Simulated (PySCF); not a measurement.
C₃H₇FOSi, SMILES C(/C)(=C/F)[SiH2]O. Atoms are numbered in the order given.

```xyz
13

C     -2.0343    -0.3424    -0.0941
C     -0.5781     0.0221    -0.0889
C     -0.1418     1.2375    -0.4278
F     -0.9555     2.2303    -0.7899
Si     0.7180    -1.2361     0.3871
O      2.2314    -0.5329     0.4685
H     -2.6634     0.5097    -0.3862
H     -2.3616    -0.6864     0.9009
H     -2.2340    -1.1693    -0.7958
H      0.9105     1.5380    -0.4474
H      0.3314    -1.8454     1.7012
H      0.8103    -2.3153    -0.6358
H      2.4270    -0.0379     1.2689
```

Coordinates come from a PBE0-D3(BJ)/def2-SVP optimisation. The structure was generated by enumeration; whether it is a known compound was not checked. Other conformers were not sampled.

Two levels are set side by side: PBE/pcSseg-1 (PySCF) and HF/pcSseg-1 (PySCF). GIAO shifts against CFCl3 (¹⁹F), H2O (¹⁷O), TMS (²⁹Si), TMS (¹H), TMS (¹³C) at the same level; non-relativistic, no solvent, atoms listed together averaged. Differences are taken from unrounded values.

```tsv
quantity	PBE
δ(¹³C) of C1 (ppm)	11.1
δ(¹³C) of C2 (ppm)	114.8
δ(¹³C) of C3 (ppm)	162.0
δ(¹⁹F) of F4 (ppm)	-113.8
δ(²⁹Si) of Si5 (ppm)	-17.8
δ(¹⁷O) of O6 (ppm)	17.9
δ(¹H) of H10 (ppm)	7.00
δ(¹H) of H11, H12 (ppm)	5.59
δ(¹H) of H13 (ppm)	0.69
```

Q: These are the PBE values. What does HF give? (The exact figures need the calculation; the answer reports its results.)

A: 
| quantity | HF | PBE minus HF |
|---|---|---|
| δ(¹³C) of C1 (ppm) | 10.0 | 1.1 |
| δ(¹³C) of C2 (ppm) | 114.2 | 0.6 |
| δ(¹³C) of C3 (ppm) | 161.2 | 0.8 |
| δ(¹⁹F) of F4 (ppm) | -90.1 | -23.8 |
| δ(²⁹Si) of Si5 (ppm) | -24.3 | 6.6 |
| δ(¹⁷O) of O6 (ppm) | 1.3 | 16.6 |
| δ(¹H) of H10 (ppm) | 6.95 | 0.05 |
| δ(¹H) of H11, H12 (ppm) | 4.86 | 0.73 |
| δ(¹H) of H13 (ppm) | 1.49 | -0.80 |

Rough cost on one machine, each run with all the roots and properties that it gave: HF against PBE within a factor of 2.
